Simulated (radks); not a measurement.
Sn+, configuration [Kr] 4d10 5s1.5 5p1 5d0.5 (fractional occupations, a model configuration).

All-electron calculation, Dirac Kohn-Sham, PBE, spin-unpolarised, spherical densities, finite nucleus; open shells fill j = l - 1/2 first; Fermi nuclear charge, rms radius 4.6519 fm. Program: a radial shooting solver on a logarithmic mesh with Libxc functionals.

Energy parts (hartree):
| part | energy |
|---|---|
| total | -6178.32495 |
| kinetic | 6505.28811 |
| electron-nucleus | -14979.20647 |
| Hartree | 2460.52155 |
| exchange-correlation | -164.92814 |

Orbitals (lengths in bohr, moments of r in powers of bohr; r(max) is where P^2 peaks):
orbital  occ.  eigenvalue (hartree)   r(max)   <1/r>      <r>     <r^2>  small-component weight
1s1/2       2             -1065.868  0.01877   53.08  0.02905  0.001143                3.37e-02
2s1/2       2             -161.1836   0.1062   12.31   0.1251   0.01851                7.14e-03
2p1/2       2             -150.5868  0.08180   12.29   0.1058   0.01376                7.16e-03
2p3/2       4             -142.1110  0.08632   11.45   0.1112   0.01507                6.83e-03
3s1/2       2             -31.41220   0.3077   4.351   0.3391    0.1316                2.06e-03
3p1/2       2             -27.10697   0.2941   4.260   0.3299    0.1265                2.01e-03
3p3/2       4             -25.55926   0.3044   4.053   0.3411    0.1350                1.92e-03
3d3/2       4             -17.95037   0.2494   3.898   0.3125    0.1160                1.80e-03
3d5/2       6             -17.63091   0.2523   3.845   0.3161    0.1186                1.78e-03
4s1/2       2              -5.29660   0.7460   1.706   0.8186    0.7585                5.56e-04
4p1/2       2              -3.86545   0.7721   1.589   0.8655    0.8562                4.95e-04
4p3/2       4              -3.58730   0.7966   1.522   0.8952    0.9159                4.68e-04
4d3/2       4              -1.34809   0.8813   1.232    1.085     1.396                3.24e-04
4d5/2       6              -1.30959   0.8908   1.214    1.099     1.433                3.16e-04
5s1/2     1.5              -0.71404    1.964  0.5691    2.270     5.832                8.12e-05
5p1/2       1              -0.44172    2.318  0.4636    2.755     8.674                5.42e-05
5p3/2       0              -0.41901    2.407  0.4453    2.857     9.323                5.05e-05
6s1/2       0              -0.18507    5.302  0.2185    5.837     38.18                1.54e-05
5d3/2     0.5              -0.14485    4.220  0.2423    5.158     30.80                1.54e-05
5d5/2       0              -0.14370    4.264  0.2403    5.202     31.31                1.53e-05

The highest occupied level is 5d3/2 at -3.942 eV. The configuration is held as typed, so some empty levels lie below it. Summed over all electrons, <r^2> = 56.26 bohr^2, which gives a Langevin (diamagnetic) susceptibility term of -44.6 x 10^-6 cm^3/mol. The electron density at the nucleus is 1.911e+05 e/bohr^3.
